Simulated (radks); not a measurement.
Values are calculated unless marked as measured or tabulated.
Dipole-allowed excitations along the series with 47 electrons in [Kr] 4d10 5s1. Level of theory: scalar-relativistic Kohn-Sham, LDA (Slater exchange, VWN5 correlation), spin-polarised, spherical densities, finite nucleus; open shells are filled with parallel spins first (spin-orbit coupling, left out, can overturn this in heavy ions); Fermi nuclear charge, rms radius of each element as measured or else 0.836 A^(1/3) + 0.57 fm (a radial shooting solver on a logarithmic mesh with Libxc functionals). Time-dependent linear response with the Hartree and adiabatic LDA kernel, continuum included through the Sternheimer equations, no spin-orbit coupling, so fine structure and intercombination lines are absent. Lines are the poles of the dipole polarisability below minus the highest occupied eigenvalue, found on a grid refined at the orbital gaps; the lowest seven at most are given, and weak or close lines can be missed. The first line takes the name of the lowest orbital gap if no other gap lies below it; otherwise a line is named after a gap within 0.6 % of it, if that gap stands alone.

\begin{tabular}{lrrrrrr}
species & -e(HOMO) (eV) & lowest orbital gap (eV) & first line (eV) & f & static alpha (bohr^3) & measured (eV) \\ \hline
Ag & 4.988 & 5s-5p 3.956 & 4.070 (5s-5p) & 0.631 & 44.73 & 5s-5p 3.740 \\
Cd+ & 13.809 & 5s-5p 5.883 & 6.192 (5s-5p) & 0.719 & 21.06 & 5s-5p 5.677 \\
In2+ & 24.546 & 5s-5p 7.627 & 8.067 (5s-5p) & 0.749 & 12.71 & - \\
\end{tabular}

Measured values: term averages from the NIST Handbook of Basic Atomic Spectroscopic Data.
